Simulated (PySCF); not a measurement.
Run record: excited-state job, `Br[SiH2]Br` (dibromosilane).

Computed with TDDFT PBE0/def2-SVPD, vertical, gas phase, core orbitals frozen in the response (PySCF 2.14.0, density-fitted response routines). Geometry: GFN2-xTB. The input is one job of a driver script: a line of settings, then coordinates in Å.

Input:
```
{"job": {"kind": "uv", "xc": "PBE0", "basis": "def2-SVPD", "nstates": 8, "ntriplets": 3}, "charge": 0, "multiplicity": 1}
Br    -1.765479     1.112871    -0.061939
Si    -0.002066    -0.215088     0.009988
Br     1.807227     1.048439    -0.075258
H     -0.009715    -0.898591     1.284456
H     -0.021345    -1.044779    -1.174432
```

What does the run print?

```
coarse grid: 26024 points
cycle   1  E = -5437.6469548759  dE = -1.952e+00  |g| = 2.525e-01  |ddm| = 2.737e+00
cycle   2  E = -5437.6406333422  dE =  6.322e-03  |g| = 2.649e-01  |ddm| = 7.813e-01
cycle   3  E = -5437.6643816421  dE = -2.375e-02  |g| = 5.692e-02  |ddm| = 4.536e-01
cycle   4  E = -5437.6650071383  dE = -6.255e-04  |g| = 3.787e-03  |ddm| = 5.641e-02
cycle   5  E = -5437.6650095452  dE = -2.407e-06  |g| = 1.259e-03  |ddm| = 9.594e-03
final grid: 48824 points
cycle   6  E = -5437.6649816589  dE = -1.843e-07  |g| = 1.075e-03  |ddm| = 3.283e-03
cycle   7  E = -5437.6649817150  dE = -5.607e-08  |g| = 9.204e-04  |ddm| = 2.174e-03
cycle   8  E = -5437.6649818804  dE = -1.654e-07  |g| = 9.270e-05  |ddm| = 1.010e-03
cycle   9  E = -5437.6649818830  dE = -2.592e-09  |g| = 1.234e-05  |ddm| = 1.431e-04
cycle  10  E = -5437.6649818830  dE = -3.274e-11  |g| = 8.058e-07  |ddm| = 1.487e-05
converged SCF energy = -5437.6649818830

Static polarisability (au): isotropic 68.730, principal 56.802 64.981 84.407

Singlet excitations
state   eV       nm        f      main configurations
  1   6.5370    189.7   0.01454   H-1->L 0.97
  2   6.6236    187.2   0.04153   H->L 0.89, H-3->L+1 0.09
  3   6.7393    184.0   0.00000   H-2->L 0.64, H-1->L+1 0.35
  4   6.8402    181.3   0.02699   H->L+1 0.93
  5   6.8867    180.0   0.00000   H-1->L+1 0.64, H-2->L 0.35
  6   7.1069    174.5   0.00530   H-3->L 0.94
  7   7.1489    173.4   0.01596   H-2->L+1 0.98
  8   7.5356    164.5   0.03967   H-3->L+1 0.80

Triplet excitations (Tamm-Dancoff, eV): 6.0589 6.1775 6.3113
```

The SCF starts on a coarse grid where the log names one; the energy can jump when the final grid takes over, and dE then counts from the start density on the new grid. H and L stand for HOMO and LUMO; the number after each pair is its weight.

Give S1 in cm⁻¹ and kJ/mol.

6.5370 eV × 8065.54 = 52724 cm⁻¹; × 96.485 = 630.7 kJ/mol.

Give the mean polarisability as a volume in Å³, and the ratio of the largest to the smallest principal value.

68.730 au × 0.148185 = 10.18 Å³; 84.407/56.802 = 1.49.

Summary of the converged run: HOMO -8.57 eV, LUMO -0.70 eV; lowest singlet 6.54 eV; lowest triplet 6.06 eV (Tamm–Dancoff); mean polarisability 68.7 au.

 The PBE0/def2-SVPD calculation is non-relativistic and has no spin–orbit coupling, an omission that weighs most on bromine.

On one thread of an x86-64 server, no GPU, shared host, this took 8.1 s of wall time.
Labels such as C1 count atoms from 1, the log's own numbers from 0.
